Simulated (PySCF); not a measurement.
Correlation energy of Ne⁺ (neon, charge +1)

[He] 2s2 2p5, 2P determinant. Calculation: PySCF 2.14, in aug-cc-pVDZ (4s3p2d, 23 functions); no relativity, point nucleus. Frozen: 1s2; 7 electrons correlated.

MP2 pair energies summed by pair of shells (mhartree):

```
 pair  energy  share (%)
2p-2p  -92.65       65.2
2s-2p  -42.01       29.6
2s-2s   -7.49        5.3
```

Total MP2 correlation energy: -142.14 mhartree.

Same-spin part -35.62 and opposite-spin part -106.52 mhartree; SCS-MP2 scales them by 1/3 and 6/5 to -139.70 mhartree.

```json
{"level": "CCSD", "correlation energy (mhartree)": "-153.55"}
{"level": "(T)", "correlation energy (mhartree)": "-1.65"}
{"level": "CCSD(T)", "correlation energy (mhartree)": "-155.20"}
```

Diagnostics: T1 = 0.0053, D1 = 0.0085, largest double amplitude 0.031.

Question: Is a single reference adequate?

Answer: Yes: T1 lies below 0.03 and no double amplitude reaches 0.07.
